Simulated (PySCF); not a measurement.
Computed with TPSSh-D3(BJ)/def2-TZVP // CAM-B3LYP-D3(BJ)/def2-TZVP (PySCF). Gas-phase values, no solvent. Excitations are Tamm–Dancoff values on a coarser integration grid. The basis has no diffuse functions, so Rydberg states are missing or too high.

Reference species (SMILES): `[Br][Ga]([Br])[Br]` (neutral, multiplicity 1).

```yaml
HOMO: -8.03 eV
T1 excitation (TDA): 4.66 eV
S1 oscillator strength: 0.000
```

Changed species: `[Br][Ga]([Br])[NH2]` (1 of 3 Br replaced by NH2; the reference has 0 of 3 Br replaced by NH2).

Question: What does the change do to the HOMO, T1 excitation (TDA) and S1 oscillator strength?

Answer: the HOMO rises by 0.83 eV, to -7.20 eV; the T1 excitation (TDA) goes up by 0.03 eV, to 4.69 eV; the S1 oscillator strength stays essentially unchanged.
